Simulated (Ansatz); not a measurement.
```yaml
crystal:
  periodic: [false, false, false]
  atoms:
    - {symbol: C, position_ang: [1.741050, -0.033131, -1.782633]}
    - {symbol: N, position_ang: [1.146771, -0.693055, -0.648680]}
    - {symbol: N, position_ang: [2.045108, -1.440705, 0.109286]}
    - {symbol: C, position_ang: [0.026474, -0.153970, -0.042526]}
    - {symbol: C, position_ang: [-0.698791, 0.880566, -0.652316]}
    - {symbol: C, position_ang: [-1.837142, 1.391232, -0.054348]}
    - {symbol: C, position_ang: [-2.288311, 0.904477, 1.163245]}
    - {symbol: C, position_ang: [-1.572005, -0.111634, 1.775888]}
    - {symbol: C, position_ang: [-0.432278, -0.635942, 1.191022]}
    - {symbol: H, position_ang: [2.076108, 0.989765, -1.555309]}
    - {symbol: H, position_ang: [1.035402, 0.014315, -2.615514]}
    - {symbol: H, position_ang: [2.600172, -0.623553, -2.090621]}
    - {symbol: H, position_ang: [2.233986, -0.984305, 0.999273]}
    - {symbol: H, position_ang: [1.653239, -2.355010, 0.301742]}
    - {symbol: H, position_ang: [-0.371796, 1.291471, -1.597536]}
    - {symbol: H, position_ang: [-2.375354, 2.191123, -0.551059]}
    - {symbol: H, position_ang: [-3.178688, 1.311260, 1.626420]}
    - {symbol: H, position_ang: [-1.901872, -0.509133, 2.729500]}
    - {symbol: H, position_ang: [0.097914, -1.433761, 1.694165]}
basis:
  gaussian: {orbitals: "6-31G*"}
magnetization: {spin_polarized: true, initial_magnetization: 1}
hamiltonian: {xc: {name: LC-wPBE}}
```

```sh
$ ansatz run in.yaml --threads 2 --pin off --events-out ev --progress --plain --max-ram 22528MiB --backend cpu
```

Shortened log:

```
Error: a molecule whose nuclei and cores have a total charge of 66 cannot have a net charge of 0 together with 1 unpaired electrons
```

(1) Something in this input is off. What?

## Answers

(1) The number of unpaired electrons doesn't fit the electron count. The program refused the input.
